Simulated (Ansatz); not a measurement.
Relaxation of C₂H₄BFINO (11 atoms, charge 0, multiplicity 1), to a largest force component of 0.015 eV/Å in at most 40 steps.

Computed with Ansatz, RKS PBE-D4/def2-SVP.

```xyz
11
Properties=species:S:1:pos:R:3
C 0.494 -1.561 -0.618
O -0.716 -0.831 -0.219
C -0.471 0.553 -0.229
F -0.064 1.168 -1.432
N -1.410 1.261 0.519
B 0.049 1.207 1.121
I 1.403 1.056 2.873
H 0.281 -2.589 -0.597
H 0.716 -1.245 -1.638
H 1.306 -1.308 0.073
H -1.522 2.234 0.169
```

Task: Where does it end, and by what steps?

Result: The forces met the threshold. After 13 steps the energy has fallen by 1.549 eV; H11 moved furthest, 0.78 Å.

| step | energy less start (eV) | largest force component (eV/Å) | accepted |
| --- | --- | --- | --- |
| 0 | 0.0000 | 2.696 | yes |
| 1 | -0.7266 | 2.321 | yes |
| 2 | -1.0755 | 1.059 | yes |
| 3 | -1.2401 | 0.908 | yes |
| 4 | -1.3652 | 1.227 | yes |
| 5 | -1.4726 | 0.838 | yes |
| 6 | -1.5133 | 0.737 | yes |
| 7 | -1.5352 | 0.321 | yes |
| 8 | -1.5368 | 0.370 | yes |
| 9 | -1.5429 | 0.330 | yes |
| 10 | -1.5476 | 0.061 | yes |
| 11 | -1.5483 | 0.024 | yes |
| 12 | -1.5485 | 0.017 | yes |
| 13 | -1.5486 | 0.005 | yes |

```xyz
11
Properties=species:S:1:pos:R:3
C 0.386 -1.620 -0.739
O -0.639 -0.700 -0.380
C -0.194 0.582 -0.173
F 0.249 1.128 -1.372
N -1.066 1.420 0.586
B 0.156 1.250 1.198
I 1.264 1.768 2.911
H -0.094 -2.610 -0.851
H 0.868 -1.336 -1.699
H 1.169 -1.680 0.052
H -2.033 1.743 0.486
```

Whether the end is a true minimum wasn't checked by a vibrational analysis.

The run took 31 s on 2 threads of AMD EPYC 9R14 (Zen 4) (shared host), peak memory 0.24 GiB.
